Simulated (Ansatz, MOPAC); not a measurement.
Species: ScCl$_{2}$ (charge +1, singlet). SMILES of the parent species: [Cl][Sc][Cl]

Atoms: Sc1, Cl2, Cl3. Bonds: Sc1-Cl2, Sc1-Cl3.

Bond lengths (Å) and angles (degrees) optimised at PM6 with MOPAC; PM7 with MOPAC; HF/3-21G with Ansatz (an electronic-structure program), each started from the B3LYP-D3(BJ)/def2-TZVP structure (Ansatz) of the last column. A row stands for all coordinates that are equal there.

```json
[
 {"coordinate": "Sc1-Cl2", "PM6": "2.258", "PM7": "2.317", "HF/3-21G": "2.238", "B3LYP-D3(BJ)/def2-TZVP": "2.196"},
 {"coordinate": "Cl2-Sc1-Cl3", "PM6": "113.5", "PM7": "180.0", "HF/3-21G": "123.0", "B3LYP-D3(BJ)/def2-TZVP": "114.6"}
]
```

Mean signed difference of all 2 bond lengths from B3LYP-D3(BJ)/def2-TZVP: PM6 0.062 Å, PM7 0.121 Å, HF/3-21G 0.042 Å.
